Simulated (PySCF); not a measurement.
Ge(Br)3(Et), C2H5Br3Ge, SMILES [Br][Ge]([Br])([CH2]C)[Br], CAM-B3LYP/def2-SVP optimised geometry.

```
11

C     -1.05    -2.01    -1.62
C     -1.48    -0.55    -1.55
Ge    -0.79     0.39     0.00
Br     1.51     0.39     0.00
Br    -1.51     2.58     0.00
Br    -1.50    -0.61     1.95
H      0.05    -2.11    -1.68
H     -1.39    -2.58    -0.75
H     -1.47    -2.50    -2.52
H     -2.57    -0.45    -1.50
H     -1.14     0.02    -2.43
```

Density from PySCF 2.14.0 with CAM-B3LYP/def2-TZVP at that geometry.

Minimum of the electron density along straight lines between bonded atoms, close to the bond critical point (lines longer than 1.1 times the sum of covalent radii, or with two minima, are not listed):

```tsv
bond	length / Å	ρ at the minimum / e bohr⁻³	∇²ρ there / e bohr⁻⁵	position (fraction from the first atom)
C1–C2	1.524	0.244	-0.60	0.49
C2–Ge3	1.945	0.135	0.02	0.52
Ge3–Br4	2.305	0.095	0.05	0.43
Ge3–Br5	2.302	0.096	0.05	0.43
Ge3–Br6	2.305	0.095	0.05	0.43
C1–H7	1.100	0.275	-0.94	0.64
C1–H8	1.100	0.275	-0.94	0.64
C1–H9	1.100	0.273	-0.93	0.64
C2–H10	1.101	0.273	-0.92	0.65
C2–H11	1.101	0.273	-0.92	0.65
```
